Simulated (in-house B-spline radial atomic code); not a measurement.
In²⁺. Computed with a B-spline radial atomic code. Model: non-relativistic spherical atom: semilocal Troullier-Martins pseudo-atom, one channel per l, against all electrons, high spin, G0W0 and RPA with empty states to l = 8, local potential for every l without a channel, a model core (radius 0 = none) keeps its share of the functional.

Without relativity these are model numbers for so heavy an element.

What the tables leave out is listed at the end.

The pseudopotential gives back the lowest level of each angular momentum of its own functional in the configuration it was made in; a second state of the same l is only approximately right. Exact exchange, RPA and GW see the smooth pseudo-orbitals and miss the exchange with the core, for which the functional's share stands in. The column with an uncorrelated core keeps all orbitals and exact exchange, and so separates missing core correlation from pseudisation. Only the three outermost levels and the lowest empty one were computed. RPA here is direct RPA, with no exchange kernel, and its energies carry an (l + 1/2)⁻⁴ tail. A hybrid on a potential with a model core restores only its own semilocal share of the core's exchange.

Command:
```bash
python run_psgw.py task.json out
```
Settings (lengths in bohr, energies in hartree):
```
Z                      49
electrons              47
configuration          [Kr] 4d10 5s1
generated_in           [Kr] 4d10 5s2 5p1
functional             pbe,pbe
core_shells            8
radius_factor          0.9
core_correction        True
ion_configuration      [Kr] 4d10
```

Cost of the run: 63 s on 1 thread of Arm Neoverse N1, on a shared host.

Given: made with PBE; model core radius 0.749 bohr; local radius 1.108 bohr; mean-field start PBE.

Valence shells of the generating configuration: 4d, 5s, 5p.

Channel: s 2.027, p 2.627, d 0.84 (radii in bohr).

Computed: largest level miss in the spin-unpolarised generating configuration 0.001 eV; valence RPA correlation energy all-electron orbitals -0.62862 hartree; valence RPA correlation energy pseudo -1.0052 hartree; all-electron RPA polarisability, core included 12.013 bohr³; pseudo-atom RPA polarisability 12.037 bohr³; ionisation by RPA all-electron 27.475 eV; ionisation by RPA pseudo minus all 0.981 eV.

```tsv
level	occupied	mean-field all-electron (eV)	mean-field pseudo minus all (eV)	G0W0 all-electron (eV)	G0W0 uncorrelated core minus all (eV)	G0W0 pseudo minus all (eV)	exchange self-energy all-electron (eV)	exchange self-energy pseudo (eV)
5s up	1	-23.122	-0.018	-27.595	0.045	-0.503	-14.303	-12.745
4d down	?	?	?	?	?	?	?	?
4d up	1	-37.469	0.093	-45.262	-0.398	3.449	-42.904	-26.857
5s down (empty)	0	-22.06	-0.021	-18.369	0.054	-0.603	-4.1857	-2.652
```

**Question.** What belongs in the row 4d down?

**Answer.** occupied: 1; mean-field all-electron (eV): -37.215; mean-field pseudo minus all (eV): 0.105; G0W0 all-electron (eV): -45.015; G0W0 uncorrelated core minus all (eV): -0.403; G0W0 pseudo minus all (eV): 3.583; exchange self-energy all-electron (eV): -42.912; exchange self-energy pseudo (eV): -26.529.

**Question.** What is the ionisation by mean-field pseudo minus all?

**Answer.** 0.038 eV.

**Question.** What is the ionisation by mean-field all-electron?

**Answer.** 27.388 eV.

Given: mean-field start PBE0.

Computed: valence RPA correlation energy all-electron orbitals -0.59449 hartree; all-electron RPA polarisability, core included 10.716 bohr³; pseudo-atom RPA polarisability 10.753 bohr³; ionisation by mean-field pseudo minus all 0.319 eV; ionisation by RPA all-electron 27.338 eV; ionisation by RPA pseudo minus all 1.041 eV.

| level | occupied | mean-field all-electron (eV) | mean-field pseudo minus all (eV) | G0W0 all-electron (eV) | G0W0 uncorrelated core minus all (eV) | G0W0 pseudo minus all (eV) | exchange self-energy all-electron (eV) | exchange self-energy pseudo (eV) |
| --- | --- | --- | --- | --- | --- | --- | --- | --- |
| 5s up | 1 | -23.924 | -0.282 | -27.467 | 0.048 | -0.71 | -14.131 | -12.836 |
| 4d down | 1 | -39.753 | 1.786 | -45.323 | -0.404 | 4.054 | -42.99 | -26.221 |
| 5s down (empty) | 0 | -20.631 | -0.286 | -18.18 | 0.055 | -0.728 | -3.9074 | -2.6104 |

**Question.** What is the valence RPA correlation energy pseudo?

**Answer.** -0.9687 hartree.

**Question.** What is the ionisation by mean-field all-electron?

**Answer.** 27.045 eV.

Among the listed levels the largest G0W0 shift of the pseudo-atom is +4.05 eV, for 4d down on the PBE0 start, while leaving the core uncorrelated moves that level by -0.40 eV. So pseudisation and the lost core exchange, not the missing core correlation, make the error. Not in the tables (levels of low weight, unsolved or above zero; the highest and the empty levels are kept at any weight): on PBE0 the G0W0 levels 4d up (pseudo minus all +4.31 eV, weights 0.51 and 0.88); no Hartree-Fock pseudo-atom is run with a model core.
